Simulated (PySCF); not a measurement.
# Worked example: dipole moment from atomic charges

trichloro(chlorosilyl)silane (Cl₄H₂Si₂), SMILES Cl[SiH2][Si](Cl)(Cl)Cl. Atoms are numbered in the order given.

```xyz
8

Si     1.1887     1.3819     0.0000
Cl    -0.1930     2.9265     0.0000
Si     0.0023    -0.6259     0.0000
Cl    -1.1869    -0.7646     1.6745
Cl    -1.1869    -0.7646    -1.6745
Cl     1.3468    -2.1924     0.0000
H      2.0336     1.4660     1.2233
H      2.0336     1.4660    -1.2233
```
Charge 0, spin multiplicity 1.

The structure is a stationary point at r2SCAN-D4/def2-SVP. One conformer was computed; it need not be the lowest.

Charges (e) from PBE/def2-TZVP in PySCF:

| atom | ESP fit | Mulliken |
|---|---|---|
| Si1 | 0.054 | 0.210 |
| Cl2 | -0.071 | -0.203 |
| Si3 | -0.051 | 0.483 |
| Cl4 | -0.006 | -0.165 |
| Cl5 | -0.006 | -0.165 |
| Cl6 | -0.009 | -0.174 |
| H7 | 0.044 | 0.007 |
| H8 | 0.044 | 0.007 |

The dipole moment of the full density is 1.21 D.

Q: What dipole moment does each set of point charges give, and which comes closer to that of the density?

A: 
μ = Σ q r, and 1 e Å = 4.8032 D.
ESP fit: Σ q r = (0.259, 0.057, 0.000) e Å, |μ| = 1.27 D.
Mulliken: Σ q r = (0.476, 0.048, 0.000) e Å, |μ| = 2.30 D.
ESP fit comes closer in size. Point charges leave out the atoms' own dipoles (lone pairs, polarised bonds); fits to the potential absorb them, partitions of the density don't.
